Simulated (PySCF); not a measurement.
Cl$_{5}$Mo (SMILES [Cl][Mo]([Cl])([Cl])([Cl])[Cl]), doublet, at a GFN2-xTB geometry (such geometries of metal compounds can be far from the true shape) (core potentials on Mo); DF-SVWN5/def2-SVP in PySCF.

Here is a job for PySCF.
```python
from pyscf import gto, scf, dft

mol = gto.M(
    atom='''
Mo    0.00924330   -0.07548706   -0.04503038
Cl    1.90161145   -0.15947901   -1.12922280
Cl    1.03631193   -1.04911892    1.83886530
Cl   -1.02218561    0.93375382   -1.90768418
Cl   -1.71118297   -1.39568895    0.20151672
Cl   -0.22739119    1.85703050    1.10777647
''',
    basis='def2-svp',
    ecp={'Mo': 'def2-svp'},
    spin=1,
    verbose=4,
)

mf = dft.UKS(mol)
mf.xc = 'lda,vwn'
mf.grids.prune = dft.gen_grid.sg1_prune
mf = mf.density_fit(auxbasis='def2-universal-jkfit')
mf.kernel()
mf.analyze()
```

### Question
Write the output that PySCF gives for this input, abridged.

### Answer

```
PySCF version 2.14.0

[INPUT] verbose = 4
[INPUT] num. atoms = 6
[INPUT] num. electrons = 99
[INPUT] charge = 0
[INPUT] spin (= nelec alpha-beta = 2S) = 1
[INPUT] symmetry False subgroup None
[INPUT] Mole.unit = angstrom
[INPUT] Symbol           X                Y                Z      unit          X                Y                Z       unit  Magmom
[INPUT]  1 Mo     0.009243300000  -0.075487060000  -0.045030380000 AA    0.017467305487  -0.142649869349  -0.085095085485 Bohr   0.0
[INPUT]  2 Cl     1.901611450000  -0.159479010000  -1.129222800000 AA    3.593524835837  -0.301371651517  -2.133921825615 Bohr   0.0
[INPUT]  3 Cl     1.036311930000  -1.049118920000   1.838865300000 AA    1.958345727319  -1.982547430899   3.474951796966 Bohr   0.0
[INPUT]  4 Cl    -1.022185610000   0.933753820000  -1.907684180000 AA   -1.931650851371   1.764538987566  -3.605000632365 Bohr   0.0
[INPUT]  5 Cl    -1.711182970000  -1.395688950000   0.201516720000 AA   -3.233667162320  -2.637469870582   0.380811410321 Bohr   0.0
[INPUT]  6 Cl    -0.227391190000   1.857030500000   1.107776470000 AA   -0.429707072239   3.509279049964   2.093394135537 Bohr   0.0

nuclear repulsion = 715.373474299633
number of shells = 51
number of NR pGTOs = 237
number of NR cGTOs = 121
basis = def2-svp
ecp = {'Mo': 'def2-svp'}

******** <class 'pyscf.df.df_jk.DFUKS'> ********
method = DFUKS
initial guess = minao
damping factor = 0
level_shift factor = 0
DIIS = <class 'pyscf.scf.diis.CDIIS'>
diis_start_cycle = 1
diis_space = 8
diis_damp = 0
SCF conv_tol = 1e-09
SCF conv_tol_grad = None
SCF max_cycles = 50
direct_scf = False
number electrons alpha = 50  beta = 49
XC library pyscf.dft.libxc version 7.1.2
    S. Lehtola, C. Steigemann, M. J. T. Oliveira, and M. A. L. Marques,  SoftwareX 7, 1–5 (2018)
XC functionals = lda,vwn
    P. A. M. Dirac,  Math. Proc. Cambridge Philos. Soc. 26, 376 (1930)
    F. Bloch,  Z. Phys. 57, 545 (1929)
    S. H. Vosko, L. Wilk, and M. Nusair,  Can. J. Phys. 58, 1200 (1980)
radial grids:
    Treutler-Ahlrichs [JCP 102, 346 (1995); DOI:10.1063/1.469408] (M4) radial grids

becke partition: Becke, JCP 88, 2547 (1988); DOI:10.1063/1.454033
pruning grids: <function sg1_prune>
grids dens level: 3
symmetrized grids: False
atomic radii adjust function: <function treutler_atomic_radii_adjust>
small_rho_cutoff = 0
Set gradient conv threshold to 3.16228e-05
Traceback (most recent call last):
  File "input.py", line 22, in <module>
  File "<string>", line 2, in kernel
  File "site-packages/pyscf/scf/hf.py", line 2099, in scf
  File "site-packages/pyscf/scf/hf.py", line 132, in kernel
  File "site-packages/pyscf/dft/uks.py", line 42, in get_veff
  File "site-packages/pyscf/dft/uks.py", line 192, in initialize_grids
  File "site-packages/pyscf/dft/rks.py", line 506, in initialize_grids
  File "site-packages/pyscf/dft/gen_grid.py", line 653, in build
  File "<string>", line 6, in gen_atomic_grids
  File "site-packages/pyscf/dft/gen_grid.py", line 318, in gen_atomic_grids
  File "site-packages/pyscf/dft/gen_grid.py", line 81, in sg1_prune
IndexError: index 42 is out of bounds for axis 0 with size 19
```

The input was rejected before any calculation.
